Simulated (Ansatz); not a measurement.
CH4F2OSi2 (`OC1[SiH2][Si]1(F)F`) at its PBE0-D4/def2-TZVP geometry, where that method's forces vanish. Charge 0, multiplicity 1.

```xyz
10

O    -1.6257   -1.1224   -0.2816
C    -0.4715   -0.3630   -0.4541
Si    1.1936   -0.3430    0.5758
Si   -0.1181    1.3907    0.0058
F    -0.9564    2.0608    1.1721
F     0.0021    2.4768   -1.1433
H    -1.4006   -2.0535   -0.3620
H    -0.0700   -0.3801   -1.4912
H     1.0521   -0.6965    2.0108
H     2.3944   -0.9698   -0.0322
```

Problem. What forces (eV/Å) does PBE-D4/def2-TZVPP give on these atoms in Ansatz 0.2.0? (An estimate is asked.)

Solution. The calculation gave: 
```
O1  -0.529  0.176  0.107
C2   0.061  0.053 -0.023
Si3  0.198 -0.005  0.051
Si4  0.240 -0.384 -0.002
F5  -0.373  0.275  0.549
F6   0.075  0.481 -0.535
H7   0.104 -0.478 -0.043
H8   0.100  0.010 -0.208
H9  -0.020 -0.035  0.163
H10  0.146 -0.094 -0.058
```
